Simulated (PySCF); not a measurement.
All values below come from PySCF with B3LYP-D3(BJ)/def2-TZVP // BP86-D3(BJ)/def2-SVP. Isolated molecules, 0 K electronic values unless said otherwise. One relaxed conformer stands for a flexible species; it need not be the lowest. B3LYP has the VWN-RPA correlation part, as in Gaussian. 

Reference species: [Zn(CH3)2] (neutral, multiplicity 1).

| Quantity | Result |
|---|---|
| HOMO | -6.94 eV |
| charge on the central atom (meta-Löwdin) | 1.04 e |
| HOMO–LUMO gap | 6.84 eV |

Changed species: [Zn(CH3)(H)] (1 of 2 CH3 replaced by H; the reference has 0 of 2 CH3 replaced by H).

Question: What does the change do to the HOMO, charge on the central atom (meta-Löwdin) and HOMO–LUMO gap?

Answer: the HOMO falls by 0.39 eV, to -7.33 eV; the charge on the central atom (meta-Löwdin) decreases by 0.09 e, to 0.95 e; the HOMO–LUMO gap falls by 0.05 eV, to 6.79 eV.
